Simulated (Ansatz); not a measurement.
C2H7BClN (`CNB(C)Cl`). Charge 0, multiplicity 1. All single points use the PBE0-D4/def2-TZVP geometry. It is one conformer, not always the lowest.

```xyz
12

C    -0.579   -1.627    0.965
N    -0.484   -0.509    0.056
B     0.488    0.480   -0.027
C     0.435    1.632   -1.087
Cl    1.859    0.443    1.119
H    -1.498   -1.580    1.557
H    -0.567   -2.578    0.425
H     0.268   -1.610    1.647
H    -1.240   -0.452   -0.608
H    -0.439    1.576   -1.741
H     1.331    1.616   -1.714
H     0.427    2.608   -0.592
```

Q: What is the dipole moment at ωB97M-V/def2-TZVPP? (Estimate.)

A: Computed: 2.61 D, with components (-2.23, -0.99, -0.94) D in this frame, pointing from negative to positive charge.

Q: And with PBE, r2SCAN, B3LYP? (Best estimate.)

A: The calculation gave: PBE 2.61 D, r2SCAN 2.65 D, B3LYP 2.62 D.

Q: Give the Mulliken charges with ωB97M-V, B3LYP, PBE in def2-TZVPP. (Best estimate.)

A: Ansatz gave: 
```tsv
atom	ωB97M-V	B3LYP	PBE
C1	-0.22	-0.16	-0.16
N2	-0.14	-0.16	-0.11
B3	0.12	0.16	0.11
C4	-0.35	-0.32	-0.35
Cl5	-0.20	-0.24	-0.22
H6	0.12	0.10	0.10
H7	0.12	0.10	0.10
H8	0.11	0.09	0.08
H9	0.11	0.14	0.15
H10	0.08	0.07	0.07
H11	0.12	0.10	0.11
H12	0.12	0.10	0.11
```

B3LYP here is the variant with VWN-RPA as its local correlation; programs differ in this.
